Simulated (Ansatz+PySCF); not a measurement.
A calculation with Ansatz (development build ahead of 0.2.0).

```yaml
crystal:
  periodic: [false, false, false]
  atoms:
    - { symbol: Be, position_ang: [0.0, 0.0, -0.82093] }
    - { symbol: O, position_ang: [0.0, 0.0, 0.41046] }
basis:
  gaussian: { orbitals: def2-SVP }
hamiltonian:
  xc: hf
correlation:
  method: mp2
  frozen_orbitals: { Be: 0, O: 1 }
```

The input is written out in the form of the current development build from the run's settings.

Output:

| Quantity | Value |
| --- | --- |
| Converged | yes |
| Reference energy | -89.31356 hartree |
| Correlation energy | -0.22751 hartree |
| Total energy | -89.54107 hartree |
| Spin squared of the determinant | 0.000 |
| Stability test | minimum among restricted orbitals |
| Occupied orbitals by symmetry in an Abelian subgroup (alpha; beta) | 4 A1 1 B1 1 B2; 4 A1 1 B1 1 B2 |
